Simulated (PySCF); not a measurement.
These are r2SCAN-D4/def2-TZVP (PySCF) values and carry that method's errors. All species are isolated molecules in the gas phase. One relaxed conformer stands for a flexible species; it need not be the lowest. Delta-SCF ions had no search for a lower state. 

Reference species (SMILES): `[InH3]` (neutral, multiplicity 1).

```yaml
vertical ionisation energy (Delta-SCF): 10.44 eV
LUMO: -2.30 eV
HOMO: -7.29 eV
HOMO–LUMO gap: 4.99 eV
```

Changed species: `[NH2][InH][NH2]` (2 of 3 H replaced by NH2; the reference has 0 of 3 H replaced by NH2).

### Question
Predict the effect on the vertical ionisation energy (Delta-SCF), LUMO, HOMO and HOMO–LUMO gap.

### Answer
the vertical ionisation energy (Delta-SCF) drops by 1.95 eV, to 8.49 eV; the LUMO rises by 1.42 eV, to -0.88 eV; the HOMO increases by 1.66 eV, to -5.63 eV; the HOMO–LUMO gap drops by 0.24 eV, to 4.75 eV.
